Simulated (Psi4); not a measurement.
C₆H₁₄, triplet, at the geometry of the source list (a higher spin typed on purpose: for a closed-shell molecule this is an excited state). Base run: MP2/STO-3G run with Psi4.

Here is a job for Psi4.
```
memory 2 GB

molecule mol {
0 3
C     2.833400    0.850300   -0.342400
C     1.828800    0.001100    0.425600
C     0.444400    0.031600   -0.217600
C    -0.560100   -0.817000    0.558100
C    -1.933300   -0.902400   -0.108400
C    -2.666400    0.432100   -0.158600
H     2.936200    0.490800   -1.364100
H     2.509500    1.888300   -0.377900
H     3.810900    0.813300    0.133200
H     2.184400   -1.031300    0.468100
H     1.755600    0.366400    1.452900
H     0.098600    1.065800   -0.261400
H     0.515500   -0.340400   -1.242900
H    -0.674200   -0.409200    1.565700
H    -0.158800   -1.829300    0.657100
H    -1.817300   -1.290700   -1.123400
H    -2.543100   -1.617700    0.449600
H    -2.746700    0.860900    0.838000
H    -3.670900    0.296200   -0.553900
H    -2.146600    1.141200   -0.797500
}

set {
  basis sto-3g
  reference uhf
  freeze_core true
}

energy('mp2')
print_variables()
```

Each row names what was changed in the base input (with any setting that the change needs).

```
change                 basis functions      E (Eh)  MP2 correlation (Eh)  core-seconds (rough)        outcome
---------------------  ---------------  ----------  --------------------  --------------------  -------------
base                                44  -232.32056              -0.32313                     6      converged
basis = 3-21G                       82           -                     -                     -  not converged
basis = 6-31G*                     118  -235.74749              -0.79879                    20      converged
basis = 6-31+G*                    142           -                     -                     -  not converged
basis = def2-SVP                   154         [?]                   [?]                    20      converged
basis = pcseg-1                    154  -235.80236              -0.87963                    20      converged
basis = cc-pVDZ                    154         [?]                   [?]                    30      converged
basis = 6-31G**                    160  -235.85876              -0.88610                    20      converged
basis = 6-311++G**                 [?]         [?]                   [?]                   100      converged
basis = def2-SVPD                  232  -235.77165              -0.92086                    50      converged
basis = 6-311+G(2d,p)              246           -                     -                     -  not converged
basis = aug-cc-pVDZ                264  -235.97581              -0.92007                   100      converged
basis = def2-TZVP                  270  -236.11576              -1.03300                    70      converged
```

**Question.** Complete the blanks.

**Answer.** 
- basis = def2-SVP, E (Eh): -235.68963
- basis = def2-SVP, MP2 correlation (Eh): -0.87847
- basis = cc-pVDZ, E (Eh): -235.87339
- basis = cc-pVDZ, MP2 correlation (Eh): -0.87983
- basis = 6-311++G**, basis functions: 230
- basis = 6-311++G**, E (Eh): -236.01886
- basis = 6-311++G**, MP2 correlation (Eh): -0.92568

Totals compare only among sets that treat the same electrons; sets with core potentials leave the core out.

Open shells are given as the SCF converged; they aren't shown to be the lowest states, and a large step between rows can be another state.
